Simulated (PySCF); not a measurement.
# Partial charges of (OH)2Al-S-SiH3

Species: (OH)2Al-S-SiH3.
Geometry (PBE0-D3(BJ)/def2-SVP, Å), atoms numbered from 1 in this order:
```
atom  x, y, z in Å
Al1   -0.7515    0.2769    0.9966
O2    -1.9583    0.5135    2.1609
O3     0.6469    1.2299    0.9639
S4    -0.8694   -1.2417   -0.5495
Si5    0.9405   -0.7710   -1.6272
H6    -2.7893    0.0417    2.2275
H7     0.8679    1.9582    1.5449
H8     0.9657   -1.7275   -2.7720
H9     0.9191    0.6230   -2.1542
H10    2.1529   -0.9797   -0.7866
```

Density: PBE0/pcSseg-1 (pcSseg-2 on Al) (PySCF); schemes: Mulliken, IAO, Hirshfeld and ESP-fitted. Isolated species at its PBE0-D3(BJ)/def2-SVP geometry (one conformer only).

Problem. What partial charge does each atom carry?

Solution. In e; atoms taken as equivalent share a row and are averaged (×n: the atom named and its like, n in all):

```csv
atom,environment,Mulliken,IAO,Hirshfeld,ESP-fitted
Al1,aluminium bonded to 2 O and S,+0.946,+1.194,+0.600,+1.095
O2/O3,oxygen bonded to Al and H,-0.580,-0.824,-0.390,-0.816
S4,sulfur bonded to Al and Si,-0.561,-0.504,-0.239,-0.511
Si5,silicon bonded to S and 3 H,+0.461,+0.547,+0.289,+0.407
H6/H7,hydrogen on O2,+0.255,+0.367,+0.171,+0.435
H8/H9/H10,hydrogen on Si5,-0.066,-0.108,-0.071,-0.076
```

Mean size of the charges over all atoms: IAO 0.495 e, ESP-fitted 0.474 e, Mulliken 0.383 e, Hirshfeld 0.246 e. Each set sums to the total charge, 0, to within 0.001 e. The IAO scheme counts the electrons in orthogonalised intrinsic atomic orbitals, a minimal basis polarised so that it spans the occupied orbitals exactly. The Mulliken scheme counts on each atom the diagonal of the density matrix times the overlap matrix over that atom's basis functions.

Some averages cover members that differ in this geometry: H8/H9/H10, ESP-fitted -0.090 to -0.055 e.

Lowest charge. All schemes agree: Mulliken O2/O3 (-0.580); IAO O2/O3 (-0.824); Hirshfeld O2/O3 (-0.390); ESP-fitted O2/O3 (-0.816).

Highest charge. All schemes agree: Mulliken Al1 (+0.946); IAO Al1 (+1.194); Hirshfeld Al1 (+0.600); ESP-fitted Al1 (+1.095).

Problem. How closely do the schemes follow one another over all atoms?

Solution. Correlation coefficient and root-mean-square difference: IAO with Hirshfeld 1.00, 0.308 e; IAO with ESP-fitted 0.99, 0.065 e; Mulliken with IAO 0.99, 0.149 e; Mulliken with Hirshfeld 0.99, 0.184 e; Hirshfeld with ESP-fitted 0.99, 0.289 e; Mulliken with ESP-fitted 0.98, 0.143 e.

Problem. How many electrons does the Hirshfeld scheme count on O2?

Solution. Its own charge is -0.397 e, so Z − q = 8.397.
